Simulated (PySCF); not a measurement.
Caution: the highest occupied level lies above zero, a sign of self-interaction error and of too few diffuse functions.

Delta-SCF ions had no search for a lower state. 

Cartesian coordinates (Å):
```xyz
10

C      1.2007    -0.0445    -0.0227
C      0.3290    -1.1558     0.0077
C     -0.9974    -0.6698     0.0273
C     -0.9453     0.7418     0.0092
C      0.4131     1.1283    -0.0216
H      2.2954    -0.0851    -0.0432
H      0.6289    -2.2096     0.0147
H     -1.9067    -1.2804     0.0523
H     -1.8073     1.4182     0.0176
H      0.7898     2.1570    -0.0414
```
Charge -1, spin multiplicity 1.

Question: Give the vertical detachment energy (Delta-SCF), hole reorganisation energy (four-point), HOMO, total energy and adiabatic detachment energy (no zero-point term) at the level TPSSh-D3(BJ)/def2-TZVP // PBE0-D3(BJ)/def2-SVP (PySCF).

Answer: 
The vertical detachment energy (Delta-SCF) is 1.72 eV and the hole reorganisation energy (four-point) is 0.339 eV. The HOMO comes out as 0.72 eV, the total energy comes out as -5268.54 eV and the adiabatic detachment energy (no zero-point term) comes out as 1.53 eV.
